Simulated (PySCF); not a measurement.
C3H7FMg, SMILES [CH](C)([Mg][F])C.

The structure is a stationary point at PBE-D3(BJ)/def2-SVP. The structure was generated by enumeration; whether it is a known compound was not checked. One conformer was computed; it need not be the lowest.

Computed with PySCF with PBE/def2-TZVP.

Gas-phase values at a fixed geometry.

```yaml
total_energy: -418.20261 hartree
point_group: Cs
highest_occupied_level: -5.50 eV
lowest_empty_level: -1.83 eV
orbital_gap: 3.66 eV
dipole_moment: 2.28 D
quadrupole, principal values (traceless, Buckingham form, about the centre of nuclear charge): -18.20, 8.54, 9.67 D·Å
mean_static_polarisability: 67.0 bohr³ (9.93 Å³)
polarisability_principal_values: 55.1, 64.2, 81.8 bohr³
```
